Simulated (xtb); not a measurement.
F$_{3}$Hf, charge +1, singlet, geometry from GFN2-xTB (such geometries of metal compounds can be far from the true shape) (the multiplicity is a formal guess), atoms displaced at random by about 0.06 Å a coordinate; GFN2-xTB run with xtb.

The xtb input:
```
$ xtb mol.xyz --gfn 2 --chrg 1 --uhf 0 --opt --json

# file mol.xyz
4

Hf     0.05604546     0.30258624     0.03341561
F      1.47570890    -0.74392264    -0.35469217
F     -0.86416060    -1.01254226     1.13620016
F     -0.89010500    -0.11483587    -1.53693801
```

It wrote (shortened):

```
   ID    Z sym.   atoms
    1   72 Hf     1
    2    9 F      2-4

           -------------------------------------------------
          |                Calculation Setup                |
           -------------------------------------------------

           -------------------------------------------------
          |                 G F N 2 - x T B                 |
           -------------------------------------------------

          ...................................................
          :                      SETUP                      :
          :.................................................:
          :  # basis functions                  22          :
          :  # atomic orbitals                  21          :
          :  # shells                            9          :
          :  # electrons                        24          :
          :  max. iterations                   250          :
          :  Hamiltonian                  GFN2-xTB          :
          :  restarted?                      false          :
          :  GBSA solvation                  false          :
          :  PC potential                    false          :
          :  electronic temp.          300.0000000     K    :
          :  accuracy                    1.0000000          :
          :  -> integral cutoff          0.2500000E+02      :
          :  -> integral neglect         0.1000000E-07      :
          :  -> SCF convergence          0.1000000E-05 Eh   :
          :  -> wf. convergence          0.1000000E-03 e    :
          :  Broyden damping             0.4000000          :
          :  net charge                          1          :
          :  unpaired electrons                  0          :
          ...................................................

 iter      E             dE          RMSdq      gap      omega  full diag
   1      2.9549618  0.295496E+01  0.480E+01    0.46       0.0  T
   2    -12.3079128 -0.152629E+02  0.297E+01   29.30       1.0  T
   3    -13.3261159 -0.101820E+01  0.218E+01   15.64       1.0  T
   4    -14.1604253 -0.834309E+00  0.181E+01   10.28       1.0  T
   5    -13.6218757  0.538550E+00  0.188E+01   13.83       1.0  T
   6    -12.6000030  0.102187E+01  0.215E+01    1.00       1.0  T
   7    -13.0218945 -0.421891E+00  0.216E+01    1.13       1.0  T
   8    -13.2946891 -0.272795E+00  0.202E+01    1.24       1.0  T
   9    -12.0255791  0.126911E+01  0.245E+01    0.86       1.0  T
  10    -13.8058001 -0.178022E+01  0.177E+01    1.54       1.0  T
  11    -13.8327596 -0.269595E-01  0.170E+01    1.57       1.0  T
  12    -15.3011274 -0.146837E+01  0.496E+00    5.31       1.0  T
  13    -15.2468076  0.543198E-01  0.752E+00    5.43       1.0  T
  14    -15.3412265 -0.944189E-01  0.484E+00    4.83       1.0  T
  15    -15.2851625  0.560640E-01  0.616E+00    5.25       1.0  T
  16    -15.3673724 -0.822099E-01  0.420E+00    4.39       1.0  T
  17    -15.3717606 -0.438813E-02  0.330E+00    4.30       1.0  T
  18    -15.2713196  0.100441E+00  0.484E+00    5.49       1.0  T
  19    -15.3589154 -0.875958E-01  0.278E+00    4.75       1.0  T
  20    -15.3690260 -0.101107E-01  0.239E+00    4.57       1.0  T
  21    -15.3667051  0.232088E-02  0.216E+00    4.63       1.0  T
  22    -15.3735077 -0.680253E-02  0.190E+00    4.42       1.0  T
  23    -15.3709235  0.258419E-02  0.176E+00    4.55       1.0  T
  24    -15.3692287  0.169481E-02  0.175E+00    4.59       1.0  T
  25    -15.3674532  0.177552E-02  0.174E+00    4.64       1.0  T
  26    -15.3675391 -0.859730E-04  0.163E+00    4.65       1.0  T
  27    -15.3699545 -0.241539E-02  0.145E+00    4.61       1.0  T
  28    -15.3709460 -0.991476E-03  0.133E+00    4.58       1.0  T
  29    -15.3715677 -0.621736E-03  0.122E+00    4.57       1.0  T
  30    -15.3728547 -0.128700E-02  0.101E+00    4.53       1.0  T
  31    -15.3745782 -0.172348E-02  0.696E-01    4.44       1.0  T
  32    -15.3754197 -0.841472E-03  0.465E-01    4.38       1.0  T
  33    -15.3758569 -0.437183E-03  0.273E-01    4.32       1.0  T
  34    -15.3759828 -0.125930E-03  0.152E-01    4.29       1.0  T
  35    -15.3760195 -0.366657E-04  0.811E-02    4.27       1.0  T
  36    -15.3760359 -0.164297E-04  0.259E-02    4.25       1.9  T
  37    -15.3760375 -0.164386E-05  0.896E-03    4.24       5.6  T
  38    -15.3760376 -0.483375E-07  0.830E-03    4.25       6.0  T
  39    -15.3760379 -0.295646E-06  0.543E-03    4.25       9.2  T
  40    -15.3760379 -0.145162E-07  0.440E-04    4.25     113.7  T
  41    -15.3760379 -0.909768E-09  0.669E-04    4.25      74.8  T

   *** convergence criteria satisfied after 41 iterations ***

         :::::::::::::::::::::::::::::::::::::::::::::::::::::
         ::                     SUMMARY                     ::
         :::::::::::::::::::::::::::::::::::::::::::::::::::::
         :: total energy             -15.358167382356 Eh    ::
         :: gradient norm              0.041732416640 Eh/a0 ::
         :: HOMO-LUMO gap              4.247825258771 eV    ::
         ::.................................................::
         :: SCC energy               -15.376037800914 Eh    ::
         :: -> isotropic ES            0.111317354404 Eh    ::
         :: -> anisotropic ES          0.004612700467 Eh    ::
         :: -> anisotropic XC         -0.006881359640 Eh    ::
         :: -> dispersion             -0.001417120638 Eh    ::
         :: repulsion energy           0.017870418558 Eh    ::
         :: add. restraining           0.000000000000 Eh    ::
         :: total charge               1.000000000000 e     ::
         :::::::::::::::::::::::::::::::::::::::::::::::::::::

      -----------------------------------------------------------
     |                   =====================                   |
     |                        A N C O P T                        |
     |                   =====================                   |
     |               Approximate Normal Coordinate               |
[...]
 * total energy  :   -15.3581674 Eh     change       -0.2908678E-09 Eh
 * total energy  :   -15.3603581 Eh     change       -0.2190695E-02 Eh
 * total energy  :   -15.3610298 Eh     change       -0.6717482E-03 Eh
 * total energy  :   -15.3610433 Eh     change       -0.1348579E-04 Eh
 * total energy  :   -15.3610451 Eh     change       -0.1836380E-05 Eh
   *** GEOMETRY OPTIMIZATION CONVERGED AFTER 5 ITERATIONS ***
[...]
          :  accuracy                    1.0000000          :
          :  -> integral cutoff          0.2500000E+02      :
          :  -> integral neglect         0.1000000E-07      :
          :  -> SCF convergence          0.1000000E-05 Eh   :
          :  -> wf. convergence          0.1000000E-03 e    :
          :  Broyden damping             0.4000000          :
          :  net charge                          1          :
          :  unpaired electrons                  0          :
          ...................................................

 iter      E             dE          RMSdq      gap      omega  full diag
   1    -15.3793610 -0.153794E+02  0.785E-05    4.46       0.0  T
   2    -15.3793610  0.586198E-13  0.381E-05    4.46    1311.9  T
   3    -15.3793610  0.385292E-11  0.452E-05    4.46    1105.9  T

   *** convergence criteria satisfied after 3 iterations ***

         :::::::::::::::::::::::::::::::::::::::::::::::::::::
         ::                     SUMMARY                     ::
         :::::::::::::::::::::::::::::::::::::::::::::::::::::
         :: total energy             -15.361045147621 Eh    ::
         :: gradient norm              0.000332883324 Eh/a0 ::
         :: HOMO-LUMO gap              4.455055385004 eV    ::
         ::.................................................::
         :: SCC energy               -15.379360861846 Eh    ::
         :: -> isotropic ES            0.113191606633 Eh    ::
         :: -> anisotropic ES          0.004482872403 Eh    ::
         :: -> anisotropic XC         -0.006502909277 Eh    ::
         :: -> dispersion             -0.001417160288 Eh    ::
         :: repulsion energy           0.018315714225 Eh    ::
         :: add. restraining           0.000000000000 Eh    ::
         :: total charge               1.000000000000 e     ::
         :::::::::::::::::::::::::::::::::::::::::::::::::::::

           -------------------------------------------------
          |                Property Printout                |
           -------------------------------------------------

    * Orbital Energies and Occupations

         #    Occupation            Energy/Eh            Energy/eV
      -------------------------------------------------------------
         1        2.0000           -1.1910178             -32.4092
         2        2.0000           -1.1352140             -30.8907
         3        2.0000           -1.1351146             -30.8880
         4        2.0000           -0.8836374             -24.0450
         5        2.0000           -0.8011668             -21.8009
         6        2.0000           -0.7959606             -21.6592
         7        2.0000           -0.7958997             -21.6575
         8        2.0000           -0.7863318             -21.3972
         9        2.0000           -0.7862634             -21.3953
        10        2.0000           -0.7846794             -21.3522
        11        2.0000           -0.7846251             -21.3507
        12        2.0000           -0.7826290             -21.2964 (HOMO)
        13                         -0.6189088             -16.8414 (LUMO)
        14                         -0.5623940             -15.3035
        15                         -0.5623854             -15.3033
        16                         -0.5517213             -15.0131
        17                         -0.5373266             -14.6214
        18                         -0.5372912             -14.6204
        19                         -0.1453485              -3.9551
        20                         -0.1447755              -3.9395
        21                         -0.0498081              -1.3553
      -------------------------------------------------------------
                  HL-Gap            0.1637203 Eh            4.4551 eV
             Fermi-level           -0.7007689 Eh          -19.0689 eV

     #   Z          covCN         q      C6AA      α(0)
     1  72 Hf       1.913     1.338   518.965    62.448
     2   9 F        0.638    -0.113    10.400     3.806
     3   9 F        0.638    -0.113    10.399     3.805
     4   9 F        0.638    -0.113    10.399     3.805

 Mol. C6AA /au·bohr⁶  :        976.190074
 Mol. C8AA /au·bohr⁸  :     127848.682740
 Mol. α(0) /au        :         73.864135

Wiberg/Mayer (AO) data.
largest (>0.10) Wiberg bond orders for each atom

 ---------------------------------------------------------------------------
     #   Z sym  total        # sym  WBO       # sym  WBO       # sym  WBO
 ---------------------------------------------------------------------------
     1  72 Hf   3.510 --     4 F    1.170     2 F    1.170     3 F    1.170
     2   9 F    1.466 --     1 Hf   1.170     3 F    0.148     4 F    0.148
     3   9 F    1.466 --     1 Hf   1.170     4 F    0.148     2 F    0.148
     4   9 F    1.466 --     1 Hf   1.170     3 F    0.148     2 F    0.148
 ---------------------------------------------------------------------------

Topologies differ in total number of bonds
Writing topology from bond orders to xtbtopo.mol

molecular dipole:
                 x           y           z       tot (Debye)
 q only:        0.094       1.089       0.264
   full:        0.211       2.158       0.618       5.731
molecular quadrupole (traceless):
                xx          xy          yy          xz          yz          zz
 q only:       -0.679       0.170       1.248       0.043       0.485      -0.569
  q+dip:       -1.219       0.302       2.267       0.071       0.850      -1.048
   full:       -1.331       0.331       2.457       0.082       0.949      -1.126

optimized geometry written to: xtbopt.xyz

           -------------------------------------------------
          | TOTAL ENERGY              -15.361045147621 Eh   |
          | GRADIENT NORM               0.000332883324 Eh/α |
          | HOMO-LUMO GAP               4.455055385004 eV   |
           -------------------------------------------------

normal termination of xtb
```
